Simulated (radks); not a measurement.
Values are calculated unless marked as measured or tabulated.
Q: Species: W2.5+. Configuration: [Xe] 4f14 5d2.5 6s1 (fractional occupations, a model configuration). Level of theory: scalar-relativistic Kohn-Sham, PBE, spin-unpolarised, spherical densities, finite nucleus; Fermi nuclear charge, rms radius 5.3658 fm (a radial shooting solver on a logarithmic mesh with Libxc functionals). Some entries of the table are withheld. Estimate them.

| orbital | occ. | eigenvalue (eV) | <r^2> (bohr^2) |
|---|---|---|---|
| 1s | 2 | -69495.93 | 0.0004631 |
| 2s | 2 | -12017.00 | (1) |
| 2p | 6 | (2) | 0.005891 |
| 3s | 2 | -2787.451 | 0.04622 |
| 3p | 6 | -2342.485 | 0.04698 |
| 3d | 10 | -1830.012 | 0.03897 |
| 4s | 2 | -595.4608 | 0.2282 |
| 4p | 6 | (3) | 0.2599 |
| 4d | 10 | -264.2111 | 0.3030 |
| 5s | 2 | -104.5718 | (4) |
| 5p | 6 | -68.3901 | 1.721 |
| 4f | 14 | -58.9468 | 0.4605 |
| 5d | 2.5 | -27.5827 | 3.606 |
| 6s | 1 | -25.0043 | 7.791 |

A: 
(1) 2s <r^2> (bohr^2): 0.007121
(2) 2p eigenvalue (eV): -10515.18
(3) 4p eigenvalue (eV): -449.4624
(4) 5s <r^2> (bohr^2): 1.268
